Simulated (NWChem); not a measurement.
# SnNH5O3; SMILES [NH2][Sn]([OH])([OH])[OH]

```xyz
10

N      1.4058     1.4560     0.0908
Sn     0.0055     0.0098     0.0086
O      0.0222    -1.2658     1.5144
O     -1.7029     0.9886    -0.0936
O      0.2397    -1.1959    -1.5396
H      0.9878     2.3541     0.3312
H      2.1296     1.2519     0.7780
H      0.1394    -2.1650     1.1821
H     -2.4614     0.3934    -0.1115
H      0.6152    -0.7290    -2.2958
```
Atoms are numbered in this order, from 1.

Computed with NWChem. The geometry was optimised at PBE0/def2-SVP. Not confirmed as a minimum by frequencies. def2 effective core potentials on Sn; no spin-orbit coupling.

Question: Order these by “highest occupied level (eV)”, lowest first: RPBE/def2-SVP; LC-BLYP (range parameter 0.33 per bohr)/def2-SVP; BHandHLYP/def2-SVP; LC-wPBE (HJS exchange hole, range parameter 0.4 per bohr)/def2-SVP; B3LYP/def2-SVP.

Answer: LC-wPBE (HJS exchange hole, range parameter 0.4 per bohr)/def2-SVP (-10.65), LC-BLYP (range parameter 0.33 per bohr)/def2-SVP (-10.01), BHandHLYP/def2-SVP (-9.23), B3LYP/def2-SVP (-7.43), RPBE/def2-SVP (-6.09)
